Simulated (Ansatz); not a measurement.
Species: disilyne with silyl groups `[SiH3][Si]#[Si][SiH3]` (charge 0, multiplicity 1), formula H$_{6}$Si$_{4}$.

Task: How many basis functions does frozen-core CCSD(T)/def2-SVP // B3LYP-D3(BJ)/def2-SVP (Ansatz, an electronic-structure program) use, how many core orbitals are frozen, and how many electrons are correlated?

Result: 102 basis functions and 20 frozen orbitals, which leaves 22 correlated electrons. Core time is of the order of seconds.
